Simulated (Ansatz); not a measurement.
PBE exchange is replaced step by step with exact exchange (0 % is PBE, 25 % PBE0; no dispersion term), basis def2-TZVP, Ansatz. System: GeH2. Total charge 0; singlet. Geometry: r2SCAN-D4/def2-TZVP.

Geometry of the singlet:

```xyz
3

Ge   -0.265    0.489    0.501
H    -0.519    0.217   -1.046
H     0.784   -0.707    0.545
```

| exact exchange (%) | HOMO (eV) | LUMO (eV) | gap (eV) |
| --- | --- | --- | --- |
| 0 | -5.88 | -3.92 | 1.95 |
| 5 | -6.08 | -3.74 | 2.34 |
| 10 | -6.29 | -3.56 | 2.73 |
| 15 | -6.49 | -3.38 | 3.11 |
| 25 | -6.91 | -3.03 | 3.88 |
| 35 | -7.32 | -2.67 | 4.65 |
| 50 | -7.95 | -2.15 | 5.80 |
